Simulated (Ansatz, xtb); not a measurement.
Two isomers of C5H8O3

We compare a, `CCC(=O)OCC=O`, a singlet, with b, `CCC(=O)O/C=C\O`, a singlet. Both are isolated molecules in the gas phase, relaxed with B3LYP/def2-SVP, each in the lowest conformer that the search found.

a (Å):

```xyz
16

C     1.2330    0.5520    0.7298
C     0.8570    1.7560   -0.1432
C    -0.6226    2.0628   -0.1274
C    -2.4539    2.4299    1.3089
C    -3.1474    1.0804    1.3415
O    -1.3514    2.1071   -1.0844
O    -1.0590    2.3057    1.1400
O    -2.5930    0.0284    1.1723
H     0.9856    0.7391    1.7846
H     0.6896   -0.3516    0.4142
H     2.3122    0.3479    0.6571
H     1.1341    1.5953   -1.1945
H     1.3901    2.6555    0.2110
H    -2.9119    3.0345    0.5057
H    -2.6262    2.9423    2.2702
H    -4.2501    1.1451    1.5445
```

b (Å):

```xyz
16

C    -0.7826   -0.2220    2.9493
C     0.3954    0.5894    2.4055
C     0.6519    0.4400    0.9213
C     0.7540   -1.3301   -0.7699
C     1.1314   -0.7337   -1.9193
O     0.9338    1.3779    0.1966
O     0.5594   -0.8279    0.5242
O     1.4384    0.5246   -2.2206
H    -1.7277    0.0683    2.4639
H    -0.6336   -1.2985    2.7840
H    -0.8946   -0.0520    4.0309
H     1.3276    0.2864    2.9165
H     0.2712    1.6660    2.5902
H     0.5530   -2.3995   -0.7663
H     1.2036   -1.4080   -2.7803
H     1.3153    1.0671   -1.4025
```

Quicker runs give these differences E(b) − E(a): GFN2-xTB −0.177 eV; HF/STO-3G +0.560 eV (at GFN2-xTB geometries); r2SCAN-D4/def2-SVP +0.219 eV (at GFN2-xTB geometries).

Task: Which of the two would you expect CCSD(T)/def2-SVP + ΔMP2/def2-TZVPP electronic energies to favour?

Result: Structure a; the calculation gives E(b) − E(a) = +0.371 eV.

The same difference at several levels:

```
                             level        geometry  E(b) − E(a) (eV)  departure from the last row (eV)  job, with rough time for the two
                          GFN2-xTB        GFN2-xTB              −0.177                            −0.548              optimisation, 0.25 s
                         HF/STO-3G        GFN2-xTB              +0.560                            +0.189               single point, 1.4 s
                r2SCAN-D4/def2-SVP        GFN2-xTB              +0.219                            −0.152               single point, 7.2 s
                    B3LYP/def2-SVP  B3LYP/def2-SVP              +0.198                            −0.173               optimisation, 6 min
                       HF/def2-SVP  B3LYP/def2-SVP              +0.529                            +0.158           part of the CCSD(T) run
                      MP2/def2-SVP  B3LYP/def2-SVP              +0.442                            +0.072           part of the CCSD(T) run
                  CCSD(T)/def2-SVP  B3LYP/def2-SVP              +0.451                            +0.080                      single point
CCSD(T)/def2-SVP + ΔMP2/def2-TZVPP  B3LYP/def2-SVP              +0.371                                               single point, 3.1 min
```

As drawn, b has 1 C–O, 1 C=C, 1 O–H in place of 1 C–C, 1 C=O, 1 C–H.

GFN2-xTB puts the two in the other order. The largest departure from CCSD(T)/def2-SVP + ΔMP2/def2-TZVPP is that of GFN2-xTB, 0.548 eV. The last row adds to CCSD(T) the change of the MP2 difference between the two basis sets, here −0.080 eV.

With thermal terms from frequencies at re-optimised GFN2-xTB minima (ideal gas, soft modes damped towards free rotors, one conformer each, 298.15 K, 1 atm): the zero-point term adds +0.027 eV; ΔH is +0.384 and ΔG +0.425 eV.

The correlated steps freeze 8 core orbitals. Run with Ansatz 0.2.0, xtb 6.7.1; the last row on 2 threads of Intel(R) Xeon(R) Platinum 8259CL CPU @ 2.50GHz (Skylake/Cascade Lake) on a shared host.
